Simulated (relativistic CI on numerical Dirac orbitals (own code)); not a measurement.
## Mo5+: from the plainest model towards the measured levels

Calculated with a relativistic CI code on KLI orbitals (one set per configuration, finite nucleus), adding one ingredient at a time: step 1, Dirac-Coulomb, each configuration alone; step 2, with Breit and QED terms; step 3, with configuration mixing; step 4, with scaled Slater integrals (0.9); step 5, with a P86 correlation estimate; step 6, tied to the ionisation limit. P86 is a density functional for the correlation energy, evaluated here for each configuration and added to its levels. Step 6 is semi-empirical: configurations made of the next ion and one excited electron move by 960 cm⁻¹, so that their limit matches the tabulated ionisation energy, and those with a non-penetrating f or g electron also take the P86 value of the least penetrating other one.

Configuration list (outside the closed core [Ar] 3d10 4s2): 4p6 4d, 4p6 5s, 4p6 5p, 4p6 4f, 4p6 6s, 4p6 5f, 4p6 5g, 4p6 7s, 4p5 4d2, 4p5 4d 5s, 4p6 6g, 4p6 8s, 4p6 8p, 4p6 5d, 4p6 6p.

Computed minus measured energy above the ground level, in cm⁻¹, for 13 of the 20 excited levels that pair in every step (one J of a term; a digit in brackets numbers repeated terms):

| Configuration | Term | J | Measured | Step 1 | Step 2 | Step 3 | Step 4 | Step 5 | Step 6 |
| --- | --- | --- | --- | --- | --- | --- | --- | --- | --- |
| 4p6 4d | 2D | 5/2 | 2584 | -23 | -132 | -132 | -132 | -132 | -132 |
| 4p6 5s | 2S | 1/2 | 119727 | -560 | -263 | -275 | -275 | 5269 | 6229 |
| 4p6 5p | 2P° | 1/2 | 182406 | -1840 | -1605 | -4079 | -3667 | 2379 | 3334 |
| 4p6 4f | 2F° | 5/2 | 267049 | 9688 | 9668 | -4566 | -2443 | 7159 | 5664 |
| 4p6 6s | 2S | 1/2 | 313809 | -5728 | -5567 | -5563 | -5563 | 1268 | 2228 |
| 4p6 5f | 2F° | 5/2 | 365107 | 7991 | 8007 | -1728 | -2157 | 5503 | 4521 |
| 4p6 5g | 2G | 7/2 | 395185 | -7684 | -7618 | -7618 | -7618 | 2828 | 1559 |
| 4p6 7s | 2S | 1/2 | 400770 | -7454 | -7341 | -7337 | -7337 | 228 | 1188 |
| 4p5 4d 5s | 4P° | 5/2 | 426490 | -3178 | -3421 | -3389 | -940 | 5533 | 5533 |
| 4p6 6g | 2G | 7/2 | 443941 | -8132 | -8067 | -8067 | -8067 | 2379 | 1111 |
| 4p6 8s | 2S | 1/2 | 447739 | -8201 | -8108 | -8104 | -8104 | 7 | 967 |
| 4p5 4d 5s | 4D° | 7/2 | 448050 | 684 | 494 | 557 | 68 | 6541 | 6541 |
| 4p6 8p | 2P° | 1/2 | 456491 | -8642 | -8553 | -8580 | -8635 | -457 | 483 |

Mean absolute errors in cm⁻¹, over all paired levels and for the configurations:

```tsv
Configuration, levels	Step 1	Step 2	Step 3	Step 4	Step 5	Step 6
all, 20	5600	5519	4912	4528	3309	3133
4p6 4d, 1	23	132	132	132	132	132
4p6 5s, 1	560	263	275	275	5269	6229
4p6 5p, 2	2223	2024	4421	4022	2025	2980
4p6 4f, 2	9426	9401	4520	2424	7220	5716
4p6 6s, 1	5728	5567	5563	5563	1268	2228
4p6 5f, 2	6427	6440	2720	2952	5107	4062
4p6 5g, 2	7686	7620	7620	7620	2826	1557
4p6 7s, 1	7454	7341	7337	7337	228	1188
4p5 4d 5s, 3	1796	1725	1790	707	6559	6563
4p6 6g, 2	8135	8070	8069	8069	2376	1108
4p6 8s, 1	8201	8108	8104	8104	7	967
4p6 8p, 2	8426	8341	8381	8430	248	695
```

Measured levels: Sugar and Musgrove, J. Phys. Chem. Ref. Data 17, 155 (1988).

The mean absolute error is lowest at step 6 (3133 cm⁻¹), and the largest single drop is from step 4 to 5 (4528 to 3309). The Breit and QED terms change the top of the ground term (measured 2584) from 2562 to 2453. Mixing lowers the ground level by 0; relative to it the configurations that move most are 4p6 4f by -13921, 4p6 5f by -9160, 4p6 5p by -2397. The P86 estimate moves 4p6 5g by +10446, 4p6 6g by +10445, 4p6 4f by +9644, and takes the mean absolute error of the excited configurations from 4760 to 3476. Step 6 takes that error from 3476 to 3291; 4p6 6g gains from the shift and the changed P86 value together; it grows for 4p6 5p, 4p6 6s, 4p6 7s, 4p6 8s, 4p6 8p. The shift fits the limit, so it does little for low levels whose errors differ from those near the limit.
